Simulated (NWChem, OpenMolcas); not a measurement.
**The same job for OpenMolcas**

This NWChem 7.3.0 job computes SiCNClF2 (SMILES N#C[Si](F)(F)Cl):

cclf2nsi.nw:
```
echo
start cclf2nsi
title "CClF2NSi"
memory stack 880 mb heap 220 mb global 1100 mb
charge 0

geometry units angstrom noautosym nocenter noautoz
  N      1.925400    -1.092200     1.077400
  C      1.030100    -0.609300     0.540000
  Si    -0.394400     0.176700    -0.290300
  F     -1.487900    -0.920300    -0.527700
  F      0.087600     0.719200    -1.679000
  Cl    -1.118900     1.661900     0.833400
end

basis spherical bse
  * library cc-pVDZ
end

scf
  thresh 1e-08
  maxiter 80
end

mp2
  freeze core 14
  tight
end

task mp2 gradient
```

```bash
$ nwchem cclf2nsi.nw > cclf2nsi.out
```

The coordinates come from a PBE0-D4/def2-TZVP relaxation.

The shape isn't stationary at this level (largest force 4.4 eV/Å).

It gives a total energy of -1040.677652 Eh.

**Question.** How is this level of theory, on these atoms, set up in OpenMolcas 26.06 as an input file of the program's own, asking for the energy?

**Answer.** For example:

mol.input:
```
&GATEWAY
 BASLIB
 $CurrDir
 COORD
 6
 angstrom
 N        1.925400      -1.092200       1.077400
 C        1.030100      -0.609300       0.540000
 Si      -0.394400       0.176700      -0.290300
 F       -1.487900      -0.920300      -0.527700
 F        0.087600       0.719200      -1.679000
 Cl      -1.118900       1.661900       0.833400
 BASIS
 cc-pVDZ
 GROUP
 NoSym

&SEWARD

&SCF
 THRESHOLDS
 1e-10 1e-07 1e-07 1e-05
 PRORBITALS
 1 2

&MBPT2
 FROZEN
 14
```

```bash
$ export MOLCAS_MEM=1860
$ pymolcas mol.input > mol.log
```

(Basis files named in the input come from the Basis Set Exchange and aren't shown.)

Its energy is -1040.677652 Eh, the same as the first but for the last digit, at most.
